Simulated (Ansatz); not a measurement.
C2H6OSi2 (`O[SiH2]C#C[SiH3]`) from Hartree–Fock to CCSD(T)

| atom | x (Å) | y (Å) | z (Å) |
| --- | --- | --- | --- |
| O1 | 0.3784 | 1.0444 | -2.8704 |
| Si2 | 0.5338 | -0.3913 | -2.0906 |
| C3 | 0.1745 | -0.2200 | -0.3039 |
| C4 | -0.0793 | -0.1079 | 0.8790 |
| Si5 | -0.4502 | 0.0607 | 2.6588 |
| H6 | -0.4465 | 1.5218 | -2.7721 |
| H7 | -0.3982 | -1.4178 | -2.6218 |
| H8 | 1.9379 | -0.8114 | -2.2776 |
| H9 | -1.4242 | -0.9848 | 3.0562 |
| H10 | 0.8026 | -0.0977 | 3.4363 |
| H11 | -1.0287 | 1.4039 | 2.9061 |

Charge 0, multiplicity 1. Geometry: relaxed with PBE0-D4/def2-TZVP. It is one conformer, not always the lowest. Frozen core, restricted reference, the Gaussian-basis code of Ansatz. CBS rows extrapolate triple and quadruple zeta; past MP2 they add the triple-zeta difference.

```tsv
basis	HF (Eh)	MP2 corr.	CCSD corr.	(T)	CCSD(T) total
def2-SVP	-731.65758	-0.62743	?	-0.02211	?
def2-TZVPP	-732.05674	?	-0.82466	?	?
def2-QZVPP	-732.08189	?	–	–	–
CBS(def2)	-732.08535	-0.88226	-0.92450	as TZ	-733.04529
```

Task: Fill in the withheld values. (An estimate is asked.)

Result: The calculation gave: def2-SVP CCSD corr.: -0.67735; def2-SVP CCSD(T) total: -732.35704; def2-TZVPP MP2 corr.: -0.78242; def2-TZVPP (T): -0.03544; def2-TZVPP CCSD(T) total: -732.91684; def2-QZVPP MP2 corr.: -0.83978.
